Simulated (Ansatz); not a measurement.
Stepwise reaction of `[OH][Ti]([OH])([OH])[Cl]` with hydrogen chloride, as a gas-phase model of exchange steps in deposition or etching. ΔE in kJ/mol; ΔG adds harmonic PBE0-D4 terms to CCSD(T)/CBS, at 1 bar.

Isolated molecules relaxed with PBE0-D4/def2-TZVP in Ansatz; ΔE leaves out vibrations. CBS: MP2 limit from def2 TZ/QZ plus the TZ coupled-cluster correction, frozen cores. This one scheme is used for every species. DFT in def2-TZVPP. B3LYP here is the variant with VWN-RPA as its local correlation; programs differ in this. For Ti outer-core shells are correlated without core-valence functions, which leaves a few kJ/mol of doubt a bond. Scalar relativity is left out up to krypton. One conformer a species, not always the lowest.

```tsv
step	reaction	PBE-D4	B3LYP-D4	ωB97M-V	CCSD(T)/CBS	ΔG(600 K)
1	`[OH][Ti]([OH])([OH])[Cl]` + HCl → `[OH][Ti]([OH])([Cl])[Cl]` + H₂O	-30.8	-29.3	-27.0	-33.0	-27.6
2	`[OH][Ti]([OH])([Cl])[Cl]` + HCl → `[OH][Ti]([Cl])([Cl])[Cl]` + H₂O	-22.8	-20.3	-16.7	-24.8	-18.3
3	`[OH][Ti]([Cl])([Cl])[Cl]` + HCl → `[Cl][Ti]([Cl])([Cl])[Cl]` + H₂O	-19.7	-16.2	-11.4	-22.0	6.1
```

(1) By hand: ΔE of the 3 steps together at CCSD(T)/CBS.

Results:

(1) (-33.0) + (-24.8) + (-22.0) = -79.8 kJ/mol, or -26.6 kJ/mol a step.

In ΔE each step is higher than the one before. All are downhill at CCSD(T)/CBS. ΔG lies between -27.6 and 6.1 kJ/mol a step. PBE-D4 differs from CCSD(T)/CBS by 2.0 to 2.3 kJ/mol a step. Isolated molecules leave out the surface, adducts and barriers. Largest T1 diagnostic: 0.025.
